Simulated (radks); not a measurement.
Values are calculated unless marked as measured or tabulated.
Q: Tm II, configuration [Xe] 4f12.5 6s1 6p0.5 (fractional occupations, a model configuration). Level of theory: scalar-relativistic Kohn-Sham, r2SCAN, spin-unpolarised, spherical densities, finite nucleus; meta-GGA in the generalised Kohn-Sham scheme; Fermi nuclear charge, rms radius 5.2256 fm (a radial shooting solver on a logarithmic mesh with Libxc functionals). Some entries of the table are withheld. Estimate them.

| orbital | occ. | eigenvalue (eV) | <1/r> (bohr^-1) | <r> (bohr) |
|---|---|---|---|---|
| 1s | 2 | -59371.04 | 79.07 | 0.02001 |
| 2s | 2 | -10050.51 | (1) | 0.08486 |
| 2p | 6 | -8872.379 | (2) | 0.07542 |
| 3s | 2 | -2277.220 | 6.817 | 0.2207 |
| 3p | 6 | (3) | 6.351 | 0.2201 |
| 3d | 10 | -1475.613 | 6.008 | (4) |
| 4s | 2 | -463.1398 | 2.868 | 0.4979 |
| 4p | 6 | -344.7498 | 2.623 | 0.5282 |
| 4d | 10 | -186.7855 | 2.318 | 0.5712 |
| 5s | 2 | -65.6378 | 1.082 | 1.223 |
| 5p | 6 | -38.0777 | 0.9035 | 1.441 |
| 4f | 12.5 | -14.6185 | 1.720 | 0.7742 |
| 6s | 1 | -10.2927 | 0.3521 | 3.547 |
| 6p | 0.5 | -6.3142 | 0.2786 | (5) |

A: 
(1) 2s <1/r> (bohr^-1): 18.44
(2) 2p <1/r> (bohr^-1): 16.97
(3) 3p eigenvalue (eV): -1918.686
(4) 3d <r> (bohr): 0.1999
(5) 6p <r> (bohr): 4.420
